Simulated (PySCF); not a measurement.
# Working out the ionisation energy of Sn⁺

Sn⁺ [Kr] 4d10 5s2 5p1 (2P) → Sn²⁺ [Kr] 4d10 5s2 (1S). All numbers are calculated (PySCF 2.14, scalar relativity by spin-free X2C-1e, in x2c-TZVPPall with one added diffuse shell each of s, p, d, f type (9s7p5d3f, 76 functions)). Frozen: [Ar] 3d10. Energies in hartree (1 hartree = 27.21139 eV):

```
            part   Sn⁺ (lower)  Sn²⁺ (upper)
             UHF  -6173.496916  -6172.992665
CCSD correlation     -0.354191     -0.340442
             (T)     -0.007827     -0.007192
```

What does Hartree-Fock give?

(-6172.992665) − (-6173.496916) = 0.504251 hartree = 13.721 eV.

What do CCSD and CCSD(T) give?

The CCSD correlation energies differ by 0.013749 hartree = 0.374 eV and the triples by 0.000635 hartree = 0.017 eV, so CCSD gives 14.095 eV and CCSD(T) 14.112 eV.

Measured between the centres of the two terms (NIST): 14.282 eV, so CCSD(T) (valence and next inner shell) is off by -0.170 eV.

What remains against the reference includes basis incompleteness, the frozen core and higher excitations.
